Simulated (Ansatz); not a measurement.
Stepwise reaction of `[O]=[W]([OH])([OH])=[S]` with hydrogen fluoride, as a gas-phase model of exchange steps in deposition or etching. ΔE in kJ/mol; ΔG adds harmonic PBE0-D4 terms to CCSD(T)/CBS, at 1 bar.

Calculated with Ansatz (gas phase, PBE0-D4/def2-TZVP geometries, no zero-point term in ΔE). CBS: MP2 limit from def2 TZ/QZ plus the TZ coupled-cluster correction, frozen cores. This one scheme is used for every species. DFT in def2-TZVPP. B3LYP here is the variant with VWN-RPA as its local correlation; programs differ in this. def2 core potentials past Kr. For W outer-core shells are correlated without core-valence functions, which leaves a few kJ/mol of doubt a bond. One conformer a species, not always the lowest.

```
step                                                          reaction  PBE-D4  B3LYP-D4  ωB97M-V  CCSD(T)/CBS  ΔG(600 K)
   1  `[O]=[W]([OH])([OH])=[S]` + H–F → `[O]=[W]([OH])([F])=[S]` + H₂O   -24.7     -23.7    -24.4        -18.8      -18.9
   2    `[O]=[W]([OH])([F])=[S]` + H–F → `[O]=[W]([F])([F])=[S]` + H₂O   -17.4     -16.0    -15.8        -10.4      -12.3
```

(1) By hand: ΔE of the 2 steps together at CCSD(T)/CBS.

Results:

(1) (-18.8) + (-10.4) = -29.2 kJ/mol, or -14.6 kJ/mol a step.

In ΔE each step is higher than the one before. All are downhill at CCSD(T)/CBS. ΔG lies between -18.9 and -12.3 kJ/mol a step. PBE-D4 differs from CCSD(T)/CBS by -7.0 to -5.9 kJ/mol a step. Isolated molecules leave out the surface, adducts and barriers. Largest T1 diagnostic: 0.023.
